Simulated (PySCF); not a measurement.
C$_{2}$H$_{2}$F$_{3}$O$_{2}$, charge +2, doublet, geometry from GFN2-xTB of the parent state (a state made from the parent by changing its charge; the spin is typed, not shown lowest); M062X/3-21G run with PySCF.

Here is a job for PySCF.
```python
from pyscf import gto, scf, dft

mol = gto.M(
    atom='''
O     1.143908   -0.508028    1.525917
C     0.761351   -0.215173    0.480819
O     1.779577    0.010549   -0.623972
C    -0.663184    0.098301   -0.097993
F    -0.926334    1.377105    0.076635
F    -0.649952   -0.162145   -1.410060
F    -1.556010   -0.650249    0.495057
H     2.703004   -0.268661   -0.400639
H     1.510780   -0.132673   -1.566562
''',
    basis='3-21g',
    charge=2,
    spin=1,
    verbose=4,
)

mf = dft.UKS(mol)
mf.xc = 'm062x'
mf.kernel()
```

Write the output that PySCF gives for this input, abridged.


```
PySCF version 2.14.0

[INPUT] verbose = 4
[INPUT] num. atoms = 9
[INPUT] num. electrons = 55
[INPUT] charge = 2
[INPUT] spin (= nelec alpha-beta = 2S) = 1
[INPUT] symmetry False subgroup None
[INPUT] Mole.unit = angstrom
[INPUT] Symbol           X                Y                Z      unit          X                Y                Z       unit  Magmom
[INPUT]  1 O      1.143908000000  -0.508028000000   1.525917000000 AA    2.161672831699  -0.960033783611   2.883565218818 Bohr   0.0
[INPUT]  2 C      0.761351000000  -0.215173000000   0.480819000000 AA    1.438744874664  -0.406618039401   0.908616225487 Bohr   0.0
[INPUT]  3 O      1.779577000000   0.010549000000  -0.623972000000 AA    3.362913147575   0.019934720888  -1.179136189397 Bohr   0.0
[INPUT]  4 C     -0.663184000000   0.098301000000  -0.097993000000 AA   -1.253236130194   0.185761967771  -0.185179932125 Bohr   0.0
[INPUT]  5 F     -0.926334000000   1.377105000000   0.076635000000 AA   -1.750517559873   2.602351294769   0.144819161556 Bohr   0.0
[INPUT]  6 F     -0.649952000000  -0.162145000000  -1.410060000000 AA   -1.228231274113  -0.306409642468  -2.664627219204 Bohr   0.0
[INPUT]  7 F     -1.556010000000  -0.650249000000   0.495057000000 AA   -2.940432747084  -1.228792522772   0.935522146049 Bohr   0.0
[INPUT]  8 H      2.703004000000  -0.268661000000  -0.400639000000 AA    5.107937273604  -0.507695710352  -0.757097984820 Bohr   0.0
[INPUT]  9 H      1.510780000000  -0.132673000000  -1.566562000000 AA    2.854960434470  -0.250715634124  -2.960373137151 Bohr   0.0

nuclear repulsion = 346.29023949466
number of shells = 39
number of NR pGTOs = 111
number of NR cGTOs = 67
basis = 3-21g
ecp = {}

******** <class 'pyscf.dft.uks.UKS'> ********
method = UKS
initial guess = minao
damping factor = 0
level_shift factor = 0
DIIS = <class 'pyscf.scf.diis.CDIIS'>
diis_start_cycle = 1
diis_space = 8
diis_damp = 0
SCF conv_tol = 1e-09
SCF conv_tol_grad = None
SCF max_cycles = 50
direct_scf = True
direct_scf_tol = 1e-13
number electrons alpha = 28  beta = 27
XC library pyscf.dft.libxc version 7.1.2
    S. Lehtola, C. Steigemann, M. J. T. Oliveira, and M. A. L. Marques,  SoftwareX 7, 1–5 (2018)
XC functionals = m062x
    Y. Zhao and D. G. Truhlar,  Theor. Chem. Acc. 120, 215 (2008)
    Y. Zhao and D. G. Truhlar,  Theor. Chem. Acc. 120, 215 (2008)
radial grids:
    Treutler-Ahlrichs [JCP 102, 346 (1995); DOI:10.1063/1.469408] (M4) radial grids

becke partition: Becke, JCP 88, 2547 (1988); DOI:10.1063/1.454033
pruning grids: <function nwchem_prune>
grids dens level: 3
symmetrized grids: False
atomic radii adjust function: <function treutler_atomic_radii_adjust>
small_rho_cutoff = 0
Set gradient conv threshold to 3.16228e-05
tot grids = 118808
init E= -525.436951143661

cycle= 1 E= -522.786558360568  delta_E= 2.65  |g|= 0.92  |ddm|= 2.17
cycle= 2 E= -522.223389106203  delta_E= 0.563  |g|= 1.68  |ddm|= 2.01
cycle= 3 E= -523.218025972472  delta_E= -0.995  |g|= 0.223  |ddm|= 1.19
cycle= 4 E= -523.23087077994  delta_E= -0.0128  |g|= 0.142  |ddm|= 0.233
cycle= 5 E= -523.237968458109  delta_E= -0.0071  |g|= 0.0209  |ddm|= 0.0944
cycle= 6 E= -523.238336794778  delta_E= -0.000368  |g|= 0.0107  |ddm|= 0.0315
cycle= 7 E= -523.23846525133  delta_E= -0.000128  |g|= 0.00719  |ddm|= 0.0195
cycle= 8 E= -523.238531990493  delta_E= -6.67e-05  |g|= 0.00289  |ddm|= 0.0158
cycle= 9 E= -523.238561247264  delta_E= -2.93e-05  |g|= 0.00136  |ddm|= 0.0152
cycle= 10 E= -523.23856537549  delta_E= -4.13e-06  |g|= 0.000623  |ddm|= 0.00578
cycle= 11 E= -523.23856605934  delta_E= -6.84e-07  |g|= 0.000288  |ddm|= 0.0025
cycle= 12 E= -523.238566128461  delta_E= -6.91e-08  |g|= 0.000136  |ddm|= 0.000476
cycle= 13 E= -523.23856615984  delta_E= -3.14e-08  |g|= 4.35e-05  |ddm|= 0.000572
cycle= 14 E= -523.238566162544  delta_E= -2.7e-09  |g|= 3.13e-05  |ddm|= 0.00013
cycle= 15 E= -523.238566163995  delta_E= -1.45e-09  |g|= 1.54e-05  |ddm|= 8.34e-05
cycle= 16 E= -523.238566164452  delta_E= -4.57e-10  |g|= 7.7e-06  |ddm|= 6.26e-05
Extra cycle  E= -523.238566164479  delta_E= -2.77e-11  |g|= 1.08e-05  |ddm|= 1.7e-05
converged SCF energy = -523.238566164479  <S^2> = 0.76130131  2S+1 = 2.0112696
```
